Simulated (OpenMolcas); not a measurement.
**Pt6+ in a point-charge field**

Pt6+ among 6 point charges of -1.7 e arranged as an octahedron (Oh), 2.08 Å from the ion.
```
   2.0800    0.0000    0.0000  -1.70
   0.0000    2.0800    0.0000  -1.70
  -2.0800    0.0000    0.0000  -1.70
   0.0000   -2.0800    0.0000  -1.70
   0.0000    0.0000    2.0800  -1.70
   0.0000    0.0000   -2.0800  -1.70
```

```json
{
  "Program": "OpenMolcas 26.06",
  "Method": "CASSCF",
  "Basis": "ANO-RCC-VDZP [7s6p4d2f]",
  "Scalar Hamiltonian": "DKH2, point nucleus",
  "Active space": "4 electrons in 5 orbitals (5d)",
  "State averaging": "2S+1 = 5 even, 5 roots; 2S+1 = 3 even, 45 roots; 2S+1 = 1 even, 50 roots",
  "Spin-orbit coupling": "state interaction with AMFI integrals over the reference wave functions"
}
```

The lowest spin-free states (labels of O, the rotations of Oh), above the lowest:

```
State  Degeneracy  E (cm-1)  Free-ion L (%)
   5E           2       0.0         D (100)
  5T2           3      4337         D (100)
  3T1           3     18780          H (67)
   3E           2     21373          H (96)
  3T1           3     22709          H (45)
  3T2           3     22906          H (64)
  3A2           1     24621         F (100)
  3A1           1     25757         G (100)
  3T1           3     26052          H (66)
  3T2           3     27113          F (53)
   3E           2     27834          G (90)
  3T1           3     28687          G (64)
  1T2           3     29366          I (60)
   1E           2     29550          I (88)
  3T1           3     31041          F (44)
  3T2           3     31382          G (84)
  1A2           1     31896          I (99)
  1T2           3     32532          I (52)
  1A1           1     32619          I (47)
  1T1           3     33432          I (59)
```

The lowest levels with spin-orbit coupling:

| E (cm-1) | Degeneracy | Label | 2S+1 |
| --- | --- | --- | --- |
| 0.0 | 1 | A1 | 5 (59 %) |
| 7531 | 3 | T1 | 5 (82 %) |
| 12837 | 2 | E | 5 (89 %) |
| 13855 | 3 | T2 | 5 (90 %) |
| 16451 | 1 | A2 | 5 (87 %) |
| 18361 | 3 | T2 | 5 (79 %) |
| 19186 | 3 | T1 | 5 (76 %) |
| 20593 | 1 | A1 | 5 (59 %) |
| 20836 | 2 | E | 5 (54 %) |
| 21099 | 3 | T1 | 5 (61 %) |
| 21166 | 3 | T2 | 5 (52 %) |
| 27247 | 1 | A1 | 3 (47 %) |
| 29744 | 3 | T2 | 3 (59 %) |
| 30283 | 2 | E | 3 (67 %) |
| 31228 | 3 | T1 | 3 (68 %) |
| 33647 | 3 | T1 | 3 (84 %) |
| 34002 | 1 | A1 | 3 (65 %) |
| 36369 | 3 | T2 | 3 (89 %) |
| 36476 | 3 | T2 | 3 (88 %) |
| 37198 | 2 | E | 3 (82 %) |

Powder χT (cm3 K/mol): 0 at 2 K, 0.00109 at 10 K, 0.00544 at 50 K, 0.0109 at 100 K, 0.0218 at 200 K, 0.0327 at 300 K. The effective moment at 300 K is 2.828 √(χT) = 0.51 μB.

A least-squares ligand-field fit to the states below 45000 cm-1, each weighted by its degeneracy and with a free common offset, gives 10Dq = 4497 cm-1, B = 1003 cm-1 and C = 4202 cm-1 (C/B = 4.19), with an rms deviation of 41 cm-1.

Spin-orbit coupling mixes the spin-free states strongly: the lowest level takes only 30 % from its leading state, 5E. Without dynamic correlation the repulsion within the d shell is too large (B by tens of per cent), so at a given field states of lower spin stand too high. Point charges give a weaker field than real ligands, and real ions of this kind are as a rule low spin; the high spin found here belongs to the model. This field is weak: 10Dq is about 4497 cm-1, while octahedral complexes of 5d ions of charge 3 and more, computed by the same method with explicit ligands, had a median near 35000 cm-1. Ground spin and moment need not be those of a real site. The ground term spreads over less than 5000 cm-1, several times less than with real ligands, so orbital moments are less quenched and χT lies further from the spin-only value than at real sites. This is an electrostatic model: the charges have no orbitals. No measured value stands beside these numbers.
